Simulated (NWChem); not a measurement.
**Relativistic effects in H₃Ga**

```
Ga
H 1 1.5807
H 1 1.5807 2 120.00
H 1 1.5807 2 120.00 3 180.00
```
Charge 0, spin multiplicity 1.

Everything below was run with NWChem. Structure: optimised with PBE/def2-SVP, a minimum by its harmonic frequencies.

Functional B3LYP, all-electron basis x2c-SVPall-2c, contracted for the X2C Hamiltonian and used here with ZORA. The ion keeps the geometry and has multiplicity 2 in the scalar run; the spin-orbit run starts from the same electron counts.

Relative cost: rough, from shared machines, SCF included, scalar ZORA = 1.

B3LYP has NWChem's definition, with VWN1-RPA local correlation. The structure started from a generated list of species. The stability of the SCF solutions was not checked.

| Hamiltonian | ΔSCF ionisation energy (eV) | HOMO (eV) | LUMO (eV) | gap (eV) | relative cost |
|---|---|---|---|---|---|
| scalar ZORA | 11.19 | -8.35 | -2.10 | 6.25 | 1 |
| spin-orbit ZORA | … | … | … | … | under 3 |

Q: What belongs in the gaps?

A: 
- spin-orbit ZORA, ΔSCF ionisation energy (eV): 11.17
- spin-orbit ZORA, HOMO (eV): -8.33
- spin-orbit ZORA, LUMO (eV): -2.10
- spin-orbit ZORA, gap (eV): 6.23
